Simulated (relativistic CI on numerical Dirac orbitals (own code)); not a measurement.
# Cr⁶⁺: computed level list

Computed by Dirac-Coulomb-Breit CI, KLI orbitals optimised for each configuration, model QED, unscaled Slater integrals (own radial code, finite nucleus).

Configuration list (outside the closed core [Ne]): 3s2.3p6, 3s2.3p5.3d, 3s.3p6.3d, 3s2.3p5.4s, 3s2.3p5.4p, 3s2.3p5.4d, 3s2.3p5.4f, 3s2.3p5.5s, 3s2.3p5.5p, 3s.3p6.4s, 3s2.3p5.5d, 3s.3p6.4p, 3s2.3p5.5f, 3s2.3p5.5g, 3s2.3p5.6s, 3s2.3p5.6p, 3s.3p6.4d, 3s2.3p5.6d, 3s.3p6.4f, 3s.3p6.5s, 3s.3p6.5p, 3s.3p6.5d, 3s.3p6.5f, 3s.3p6.5g, 3s.3p6.6s, 3s.3p6.6p, 3s.3p6.6d, 3p6.3d2, 3p5.3d3, 3p5.3d2.4s, 3p5.3d2.4p, 3p5.3d2.4d, 3p5.3d2.4f. Double excitations out of closed p, d and f shells are left out; levels of such configurations are missing from the list, as are those of other unlisted configurations, and high levels can miss mixing partners. These lack a partner that the ground configuration has and come out too high: 3s2.3p5.5s, 3s2.3p5.5p, 3s2.3p5.5d, 3s2.3p5.5f, 3s2.3p5.5g.

```
No.  Configuration  Term  J  E (cm⁻¹)    %  Landé g  Lifetime (s)
  1        3s2.3p6    1S  0         0  100                       
  2     3s2.3p5.3d   3P°  0    336380  100                       
  3     3s2.3p5.3d   3P°  1    338009   99    1.497      1.21e-07
  4     3s2.3p5.3d   3P°  2    341406   99    1.496      1.89e+00
  5     3s2.3p5.3d   3F°  4    352559  100    1.250      9.77e+02
  6     3s2.3p5.3d   3F°  3    355345   97    1.084              
  7     3s2.3p5.3d   3F°  2    358302   97    0.676      1.07e+00
  8     3s2.3p5.3d   3D°  3    382056   74    1.246      7.25e-02
  9     3s2.3p5.3d   1D°  2    383189   56    1.060      4.76e-02
 10     3s2.3p5.3d   3D°  1    385271   99    0.503      8.35e-09
 11     3s2.3p5.3d   3D°  2    386533   57    1.100      2.80e-02
 12     3s2.3p5.3d   1F°  3    388475   72    1.086      2.21e-02
 13     3s2.3p5.3d   1P°  1    515103   99    0.999      3.42e-12
 14      3s.3p6.3d    3D  1    659094   99    0.498      2.74e-11
 15      3s.3p6.3d    3D  2    659482   99    1.167      2.73e-11
 16      3s.3p6.3d    3D  3    660099   99    1.334      2.72e-11
 17     3s2.3p5.4s   3P°  2    665324   99    1.501      3.39e-06
 18     3s2.3p5.4s   3P°  1    669395   77    1.390      1.44e-10
 19     3s2.3p5.4s   3P°  0    675144   99               3.18e-06
 20     3s2.3p5.4s   1P°  1    680653   78    1.110      4.22e-11
 21      3s.3p6.3d    1D  2    701597   99    1.000      2.66e-11
 22     3s2.3p5.4p    3S  1    727175   95    1.985      8.12e-11
 23     3s2.3p5.4p    3D  3    742094   99    1.334      8.06e-11
 24     3s2.3p5.4p    3D  2    742213   71    1.141      7.66e-11
 25     3s2.3p5.4p    3D  1    746170   69    0.718      7.90e-11
 26     3s2.3p5.4p    3P  2    749583   52    1.266      6.90e-11
 27     3s2.3p5.4p    1P  1    753575   52    0.942      8.13e-11
 28     3s2.3p5.4p    3P  0    755638   98               6.68e-11
 29     3s2.3p5.4p    3P  2    756378   44    1.260      7.09e-11
 30     3s2.3p5.4p    3P  1    757980   66    1.355      7.30e-11
```

Energies count from the lowest computed level; ° marks odd parity; lifetimes are radiative, by E1, M1, E2 decay to levels of this space only; some are left blank where a channel outside the calculation adds to the decay or the decay crosses a small, uncertain gap.

The mean weight of the leading LS term, summed over parents, in these 30 levels is 85 %, and that of the leading jj configuration (from the same eigenvectors) 75 %.

At this charge configurations can still be misplaced by up to about 7 % of their energy. 49 of the 58 excited levels that our extract of the measured tables holds in this range could be paired (the sources list more); they are missed by 10356 cm⁻¹ on average and 73771 at most, and levels without a partner can miss by more.

LS names give the leading component of a level, which can be under half, so a name can repeat, a term be missing and a line seem to break the LS rules.
